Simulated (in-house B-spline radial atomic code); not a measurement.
Configurations of Cs VII (Cs6+), with energies counted from [Kr] 4d10 5s2 (5p1/2)1. Computed with a radial B-spline atomic code at the basis-set limit: Dirac-Hartree-Fock, average of each configuration as written, Fermi nucleus of rms radius 4.8041 fm. Energies include first-order Breit, QED and recoil terms.

Occupations are held fixed; configurations that lie above the ionisation limit could autoionise.

```
                                             configuration  E - E(ref) (eV)  highest orbital  its <r> (bohr)
                                    [Kr] 4d10 5s2 (5p3/2)1           2.4012            5p3/2           1.786
                                    [Kr] 4d10 5s1 (5p3/2)2           18.806            5p3/2           1.787
                                    [Kr] 4d10 5s2 (9d3/2)1           70.499            9d3/2           11.76
                   [Kr] (4d3/2)4 (4d5/2)5 5s2 (5p3/2)1 9s1           144.76            9s1/2           9.719
[Ar] 3d10 4s2 (4p1/2)1 (4p3/2)4 4d10 5s2 (5p3/2)1 (9f7/2)1           258.98            9f7/2            13.9
 [Ar] (3d3/2)3 (3d5/2)6 4s2 4p6 4d10 5s2 (5p3/2)1 (8g9/2)1           815.75            8g9/2           12.03
```

Order these further configurations by energy, lowest first.
A. [Kr] (4d3/2)3 (4d5/2)6 5s2 (5p3/2)1 (9f5/2)1
B. [Ar] 3d10 4s2 (4p1/2)2 (4p3/2)3 4d10 5s2 (5p1/2)1 (9d3/2)1
C. [Kr] 4d10 5s1 (5p1/2)1 (6g9/2)1
D. [Ar] (3d3/2)4 (3d5/2)5 4s2 4p6 4d10 5s2 (5p3/2)1 (7g7/2)1
E. [Kr] 4d10 5s2 7s1

E (52.498 eV), C (76.878 eV), A (152.08 eV), B (240.05 eV), D (798.58 eV).

How far above the reference does [Ar] (3d3/2)4 (3d5/2)5 4s2 4p6 4d10 5s2 (5p3/2)1 (6f7/2)1 lie?

788.44 eV; its least bound orbital is 6f7/2 with <r> = 5.107 bohr.

How far above the reference does [Kr] 4d10 5s1 (5p3/2)1 (5f7/2)1 lie?

62.84 eV; its least bound orbital is 5f7/2 with <r> = 3.143 bohr.
